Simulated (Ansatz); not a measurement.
`[NH2][Ga]([F])[SH]` and `[NH2][Ga]([F])[O][SiH3]` differ in one atom or group.

Ansatz, PBE0-D4/def2-TZVP geometries, multiplicity 1. Each molecule was computed in one conformer, which needn't be the lowest.

Scalar relativity is left out up to krypton.

```json
{"property": "HOMO energy (PBE/def2-TZVPP) / eV", "`[NH2][Ga]([F])[SH]`": "-6.30"}
{"property": "LUMO energy (B3LYP/def2-TZVPP) / eV", "`[NH2][Ga]([F])[SH]`": "-1.03"}
{"property": "LUMO energy (PBE/def2-TZVPP) / eV", "`[NH2][Ga]([F])[SH]`": "-1.61"}
{"property": "size of the dipole moment (B3LYP/def2-TZVPP) / D", "`[NH2][Ga]([F])[SH]`": "1.96"}
{"property": "size of the dipole moment (PBE/def2-TZVPP) / D", "`[NH2][Ga]([F])[SH]`": "1.91"}
{"property": "HOMO energy (B3LYP/def2-TZVPP) / eV", "`[NH2][Ga]([F])[SH]`": "-7.40"}
```

Problem. What does the change do to each property? (An estimate is asked.)

Solution. Ansatz gave: 
```
                                        property  `[NH2][Ga]([F])[O][SiH3]`  shift
               HOMO energy (PBE/def2-TZVPP) / eV                      -6.62  -0.32
             LUMO energy (B3LYP/def2-TZVPP) / eV                      -1.34  -0.31
               LUMO energy (PBE/def2-TZVPP) / eV                      -1.94  -0.33
size of the dipole moment (B3LYP/def2-TZVPP) / D                       2.64   0.68
  size of the dipole moment (PBE/def2-TZVPP) / D                       2.67   0.76
             HOMO energy (B3LYP/def2-TZVPP) / eV                      -7.83  -0.43
```

With PBE0 the HOMO falls by 0.42 eV and the LUMO falls by 0.31 eV, so the gap widens by about 0.11 eV. PBE moves the HOMO by -0.32 eV and ωB97M-V by -0.55 eV. Dipoles are sizes alone; their direction can turn.

B3LYP here is the variant with VWN-RPA as its local correlation; programs differ in this.
